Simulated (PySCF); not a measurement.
C₂H₆Be, charge +1, doublet, geometry from GFN2-xTB (such geometries of metal compounds can be far from the true shape) (a state made from the parent by changing its charge; the spin is typed, not shown lowest); PBE0/def2-SVP in PySCF.

Here is a job for PySCF.
```python
from pyscf import gto, scf, dft

mol = gto.M(
    atom='''
Be    0.008125    0.005898   -0.018515
C     1.344978    0.168117   -1.102040
H     2.017265   -0.684335   -0.982499
H     1.883965    1.091228   -0.877036
H     0.980211    0.201307   -2.130990
C    -1.340760   -0.189206    1.044371
H    -1.858388   -1.122389    0.811944
H    -2.028869    0.649451    0.916823
H    -0.987920   -0.216943    2.077773
''',
    basis='def2-svp',
    charge=1,
    spin=1,
    verbose=4,
)

mf = dft.UKS(mol)
mf.xc = 'pbe0'
mf.kernel()
```

**Question.** What does PySCF print? Leave out banner, timings and long lists.

**Answer.** 
```
PySCF version 2.14.0

[INPUT] verbose = 4
[INPUT] num. atoms = 9
[INPUT] num. electrons = 21
[INPUT] charge = 1
[INPUT] spin (= nelec alpha-beta = 2S) = 1
[INPUT] symmetry False subgroup None
[INPUT] Mole.unit = angstrom
[INPUT] Symbol           X                Y                Z      unit          X                Y                Z       unit  Magmom
[INPUT]  1 Be     0.008125000000   0.005898000000  -0.018515000000 AA    0.015354024762   0.011145604683  -0.034988279196 Bohr   0.0
[INPUT]  2 C      1.344978000000   0.168117000000  -1.102040000000 AA    2.541640063565   0.317695086884  -2.082553778316 Bohr   0.0
[INPUT]  3 H      2.017265000000  -0.684335000000  -0.982499000000 AA    3.812078370671  -1.293205727454  -1.856654027659 Bohr   0.0
[INPUT]  4 H      1.883965000000   1.091228000000  -0.877036000000 AA    3.560177878266   2.062122059457  -1.657357841384 Bohr   0.0
[INPUT]  5 H      0.980211000000   0.201307000000  -2.130990000000 AA    1.852330334286   0.380415096958  -4.026987474187 Bohr   0.0
[INPUT]  6 C     -1.340760000000  -0.189206000000   1.044371000000 AA   -2.533669198772  -0.357547521124   1.973575162438 Bohr   0.0
[INPUT]  7 H     -1.858388000000  -1.122389000000   0.811944000000 AA   -3.511844353178  -2.121007815224   1.534351788484 Bohr   0.0
[INPUT]  8 H     -2.028869000000   0.649451000000   0.916823000000 AA   -3.834006752620   1.227284521325   1.732544374702 Bohr   0.0
[INPUT]  9 H     -0.987920000000  -0.216943000000   2.077773000000 AA   -1.866898232980  -0.409962854642   3.926421919016 Bohr   0.0

nuclear repulsion = 50.7646469669998
number of shells = 35
number of NR pGTOs = 109
number of NR cGTOs = 67
basis = def2-svp
ecp = {}

******** <class 'pyscf.dft.uks.UKS'> ********
method = UKS
initial guess = minao
damping factor = 0
level_shift factor = 0
DIIS = <class 'pyscf.scf.diis.CDIIS'>
diis_start_cycle = 1
diis_space = 8
diis_damp = 0
SCF conv_tol = 1e-09
SCF conv_tol_grad = None
SCF max_cycles = 50
direct_scf = True
direct_scf_tol = 1e-13
number electrons alpha = 11  beta = 10
XC library pyscf.dft.libxc version 7.1.2
    S. Lehtola, C. Steigemann, M. J. T. Oliveira, and M. A. L. Marques,  SoftwareX 7, 1–5 (2018)
XC functionals = pbe0
    C. Adamo and V. Barone,  J. Chem. Phys. 110, 6158 (1999)
    M. Ernzerhof and G. E. Scuseria,  J. Chem. Phys. 110, 5029 (1999)
radial grids:
    Treutler-Ahlrichs [JCP 102, 346 (1995); DOI:10.1063/1.469408] (M4) radial grids

becke partition: Becke, JCP 88, 2547 (1988); DOI:10.1063/1.454033
pruning grids: <function nwchem_prune>
grids dens level: 3
symmetrized grids: False
atomic radii adjust function: <function treutler_atomic_radii_adjust>
small_rho_cutoff = 0
Set gradient conv threshold to 3.16228e-05
tot grids = 100808
init E= -94.231734322207

cycle= 1 E= -93.9780177059529  delta_E= 0.254  |g|= 0.142  |ddm|= 1.96
cycle= 2 E= -93.986186598835  delta_E= -0.00817  |g|= 0.107  |ddm|= 0.387
cycle= 3 E= -93.9930652857811  delta_E= -0.00688  |g|= 0.0179  |ddm|= 0.13
cycle= 4 E= -93.993262661627  delta_E= -0.000197  |g|= 0.00637  |ddm|= 0.0244
cycle= 5 E= -93.9932917358548  delta_E= -2.91e-05  |g|= 0.00124  |ddm|= 0.01
cycle= 6 E= -93.9932939242283  delta_E= -2.19e-06  |g|= 0.00114  |ddm|= 0.0045
cycle= 7 E= -93.9932947166746  delta_E= -7.92e-07  |g|= 0.000445  |ddm|= 0.00163
cycle= 8 E= -93.9932948777167  delta_E= -1.61e-07  |g|= 2.85e-05  |ddm|= 0.000678
cycle= 9 E= -93.9932948790024  delta_E= -1.29e-09  |g|= 6.96e-06  |ddm|= 6.51e-05
cycle= 10 E= -93.9932948790883  delta_E= -8.59e-11  |g|= 1.83e-06  |ddm|= 2.19e-05
Extra cycle  E= -93.9932948790911  delta_E= -2.79e-12  |g|= 9.13e-07  |ddm|= 3.45e-06
converged SCF energy = -93.9932948790911  <S^2> = 0.75987647  2S+1 = 2.0098522
```
